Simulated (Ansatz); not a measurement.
Compare A (`[SiH3][SiH2]SS`) with its isomer B (`[SiH3]S[SiH2]S`).

Computed with Ansatz on PBE0-D4/def2-TZVP structures; ΔE is electronic, products minus reactants. CBS: MP2 limit from def2 TZ/QZ plus the TZ coupled-cluster correction, frozen cores. Functionals use def2-TZVPP. Each species was taken in one conformer, which may not be the lowest.

A:

```xyz
10

Si    1.4054   -1.3528    0.5487
Si   -0.0320    0.4822    0.2999
S    -1.6561   -0.1681   -0.9458
S    -2.7819    1.5622   -0.9573
H     1.9116   -1.7909   -0.7785
H     0.6884   -2.4833    1.1948
H     2.5591   -0.9583    1.4011
H    -0.5579    0.9382    1.6129
H     0.6694    1.6198   -0.3536
H    -2.2059    2.1510   -2.0222
```

B:

Z-matrix (Å, degrees):
```
Si
S 1 2.138
H 1 1.482 2 106.9
H 1 1.482 2 111.5 3 120.1
H 1 1.488 2 109.7 3 -119.1
Si 2 2.134 1 97.6 3 154.8
S 6 2.137 2 115.0 1 53.8
H 6 1.480 2 105.3 1 171.0
H 6 1.482 2 109.9 1 -68.4
H 7 1.343 6 93.9 2 -89.1
```

Problem. Which isomer does CCSD(T)/CBS put lower? Give the gap. (Estimate.)

Solution. The calculation gave: B, by 163.3 kJ/mol.

Problem. Give E(B) − E(A) in kJ/mol with ωB97M-V, B2PLYP, CCSD(T)/def2-TZVPP, CCSD/def2-TZVPP, MP2/def2-TZVPP, r2SCAN-D4, HF/def2-TZVPP. (Estimate.)

Solution. Computed: ωB97M-V -165.1, B2PLYP -158.8, CCSD(T)/def2-TZVPP -163.1, CCSD/def2-TZVPP -163.5, MP2/def2-TZVPP -177.0, r2SCAN-D4 -159.4, HF/def2-TZVPP -166.5. None reverses the order clearly.

Largest T1 diagnostic: 0.013.

The D4 term adds −5.0 kJ/mol with B3LYP and −2.7 kJ/mol with PBE0; it sums over pairs of atoms, weighted by their polarisabilities, and B3LYP, whose exchange is more repulsive, gets the larger term. From PBE to PBE0 (25 % exact exchange), in def2-TZVPP and without D4, E(B) − E(A) moves by −10.2 kJ/mol.

B3LYP here is the variant with VWN-RPA as its local correlation; programs differ in this.
